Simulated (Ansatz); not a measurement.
A trace of molecular dynamics of ClF$_{3}$H$_{2}$Si (7 atoms, charge 0, multiplicity 1).

All numbers below come from Ansatz, RKS B3LYP-D4/def2-SVP.

```json
{
  "ensemble": "NVE (velocity Verlet)",
  "starting velocities drawn for": "100 K",
  "seed": "11079"
}
```

```
time (fs)  T (K)  potential energy less start (eV)  conserved less start (meV/atom)
      0.0    100                             0.000                             0.00
      4.0     67                             0.021                             0.02
      8.0     67                             0.021                             0.01
     12.0    130                            -0.020                             0.03
     16.0    354                            -0.164                             0.03
     20.0    733                            -0.409                            -0.01
     24.0   1172                            -0.693                            -0.03
     28.0   1501                            -0.906                            -0.02
     32.0   1773                            -1.081                            -0.01
     36.0   2032                            -1.249                            -0.01
     40.0   2232                            -1.378                             0.00
     44.0   2392                            -1.481                             0.01
     48.0   2488                            -1.543                             0.02
     52.0   2645                            -1.645                             0.03
     56.0   2844                            -1.773                             0.02
     60.0   3022                            -1.888                             0.01
     64.0   3025                            -1.891                             0.01
     68.0   2961                            -1.849                             0.02
     72.0   2906                            -1.813                             0.01
     76.0   2927                            -1.827                            -0.01
     80.0   2889                            -1.802                            -0.02
     84.0   2805                            -1.748                            -0.02
     88.0   2726                            -1.698                            -0.03
     92.0   2632                            -1.637                            -0.07
     96.0   2289                            -1.415                            -0.06
    100.0   1762                            -1.074                            -0.03
```

Question: Is this trajectory sound?

Answer: The conserved energy stayed within 0.072 meV per atom of its start (net change -0.031 meV per atom), so the integration is sound. The kinetic energy rose, since the run started high on the potential surface and went downhill. It ends in pieces (ClF3Si + H2), so much of that is their flight and rotation, not heat. A run of 0.1 ps of so small a system gives no equilibrium averages. The orbitals stay closed-shell, which can raise the energy where a bond breaks towards radicals; this wasn't checked here. The time step was 0.5 fs.

Time of the run: 3.3 min on 2 threads of Intel(R) Xeon(R) 6975P-C (Granite Rapids), with other jobs on the host, peak memory 0.2 GiB.
